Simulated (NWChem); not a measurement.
A series in which one site is exchanged, each optimised at PBE0/def2-SVP with NWChem, gas phase unless a solvent is named. Low-valent species are run as closed-shell singlets; no triplet was tried in these runs. This build's default masses of Se (78.918 u) and Br (79.917 u) are each other's, which moves their modes by up to 0.6 %. For some, no frequency run checked for a minimum. def2 effective core potentials on I; no spin-orbit coupling.

A: [Si](I)C (CH₃ISi; site = I)
B: [Si](Br)C (CH₃BrSi; site = Br)
C: [SiH]C (CH4Si; site = H)
D: [Si](Cl)C (CH₃ClSi; site = Cl)

Q: Rank them by dipole (D), PBE0/def2-SVP, lowest first.

A: C (1.22), D (1.77), B (1.89), A (2.03)
